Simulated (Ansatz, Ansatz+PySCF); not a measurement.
```xyz
2

F     0.0000    0.0000   -1.1012
F     0.0000    0.0000    1.1012
```

Basis set: STO-3G (spherical functions). Frozen core: 2 orbitals. Charge 0, multiplicity 1.

Computed with Ansatz (development build ahead of 0.2.0); each method stands on the lowest determinant of its kind that the runs found. Restricted open shells among the atoms or ions are ROHF, correlated in semicanonical orbitals with singles. Restricted functionals stand beside restricted open-shell atoms, which can lie above the unrestricted atoms usual in DFT and then raise those values.

(1) Give the atomization energy at this shape (free ground-state atoms in the same class of orbitals less the molecule, no zero-point energy) of singlet F₂ by PBE0 (unrestricted), PBE0 (restricted), UHF-MP2, RHF-MP2, UHF.

Answers

(1)

```
             method  atomization energy
PBE0 (unrestricted)         10.6 kJ/mol
  PBE0 (restricted)       -233.8 kJ/mol
            UHF-MP2          0.5 kJ/mol
            RHF-MP2       -217.8 kJ/mol
                UHF          0.2 kJ/mol
```

Caution: the shape is not the minimum. Caution for PBE0 (unrestricted), UHF-MP2, UHF: the unrestricted determinant is a mixture of spin states. Caution for PBE0 (restricted), RHF-MP2: an unrestricted determinant lies well below; the molecule lies well above its atoms at this level. Caution for UHF-MP2, RHF-MP2: large amplitudes, a single reference is doubtful. Caution for UHF-MP2, UHF: the determinant may break the point group.

This basis has no polarisation functions and is too small for such energies, which can lie far from measured ones in either direction.
